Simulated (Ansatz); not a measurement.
Breaking the Al1–H2 bond in AlClH2 (SMILES [AlH2][Cl]) (multiplicity 1 held, fragments rigid). Energies count from the point at 1.569 Å.
Geometry at that point (charge 0, multiplicity 1):
```xyz
4

Al    -0.0049    -0.3511    -1.0144
H     -1.3925    -0.4549    -1.7398
H      1.3762    -0.7220    -1.6606
Cl     0.0047     0.3377     0.9757
```

R- and RO- levels are restricted; in cc, def2 and unpolarised 6-31G sets they are followed outwards from rest. Unrestricted levels (U-) break spin symmetry where that is lower. Active spaces are followed from a long bond inwards. Curves can end on different states.

Cores are frozen in the correlated methods.

The values were computed with Ansatz (a program for electronic structure). Each number belongs to the level named beside it.

Q: What is the computed energy at R = 5.022 Å (R-MP2/cc-pV(D+d)Z)?

A: 114.6 kcal/mol

Q: What energy at R = 5.022 Å does FIC-MRCISD+Q on CASSCF(2,2)/cc-pV(D+d)Z give?

A: 84.2 kcal/mol

Q: What is the computed energy at R = 5.022 Å (U-SCS-MP2/cc-pV(D+d)Z)?

A: 83.6 kcal/mol

Doubts at one or more of the structures used: a restricted determinant that unrestricted orbitals would lower (R-MP2/cc-pV(D+d)Z); a spin-contaminated determinant (U-SCS-MP2/cc-pV(D+d)Z).
